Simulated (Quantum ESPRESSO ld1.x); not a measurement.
Task: Coherent X-ray form factor from a spherical all-electron density. All-electron calculation, scalar-relativistic Kohn-Sham, PW91, spin-unpolarised, spherical densities, point nucleus. Program: ld1.x of Quantum ESPRESSO 7.5.

| sin(theta)/lambda (1/angstrom) | f0 (electrons) |
|---|---|
| 0.05 | 56.324 |
| 0.1 | 54.429 |
| 0.15 | 51.661 |
| 0.2 | 48.445 |
| 0.25 | 45.156 |
| 0.3 | 42.042 |
| 0.4 | 36.711 |
| 0.5 | 32.467 |
| 0.6 | 28.946 |
| 0.8 | 23.377 |
| 1 | 19.535 |
| 1.25 | 16.475 |
| 1.5 | 14.267 |
| 2 | 10.450 |

The species is in the configuration that NIST lists as its ground one. Which atom or ion scatters so?

Result: The neodymium ion Nd3+, [Xe] 4f3. Extrapolating in s^2 from the first two rows gives f0(0) = 57.0, near the electron count 57; among species with that count, the fall with angle is slower the higher Z, and the table is that of Z = 60; from so few rows the species is fixed only to a neighbour or two.
